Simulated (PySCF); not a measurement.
Compound: WS2(OMe)2, C2H6O2S2W (singlet state).
Bonds: W1–S2, W1–S3, W1–O4, W1–O9, O4–C5, O9–C10. Hydrogens: H6, H7, H8 on C5; H11, H12, H13 on C10.

Computed with PBE0-D3(BJ)/def2-SVP geometry optimisation, gas phase, def2 core potentials past Kr in PySCF 2.14.0.

Problem. How far are the bound atoms from W1?

Solution. 4 atoms: O4 1.850 Å, O9 1.850 Å, S3 2.136 Å, S2 2.139 Å. The nearest atom not counted as bound is C5, at 3.09 Å (others tie with it).

Problem. List the angles at W1.

Solution. 
| angle | degrees | distance of the outer atoms (Å) |
| --- | --- | --- |
| O4–W1–O9 | 111.3 | 3.06 |
| S2–W1–O9 | 110.1 | 3.27 |
| S2–W1–O4 | 109.3 | 3.26 |
| S3–W1–O4 | 109.2 | 3.25 |
| S3–W1–O9 | 109.1 | 3.25 |
| S2–W1–S3 | 107.8 | 3.45 |

Problem. What is the shape at W1?

Solution. Tetrahedral: angles from 107.8° to 111.3°; τ4 = (360° − α − β)/141° = 0.98 with α and β the two widest (0 for a square, 1 for a tetrahedron).

Problem. What are the other bond lengths?

Solution. O4–C5, O9–C10 1.399 Å; C5–H6 and 5 like bonds 1.102 Å.

Problem. Give some angles away from the centre.

Solution. W1–O4–C5 143.7°, W1–O9–C10 144.6°.

Problem. What are the rotational constants (commonest isotopes, rigid rotor)?

Solution. A = 1391, B = 981.2, C = 936.4 MHz: an asymmetric top.

Point group: near C2v, missed by 0.21 Å at most; the miss may be what the optimiser left on a soft mode. Charge 0, singlet. No PBE0-D3(BJ)/def2-SVP frequencies stand behind this structure, so it isn't proved a minimum.
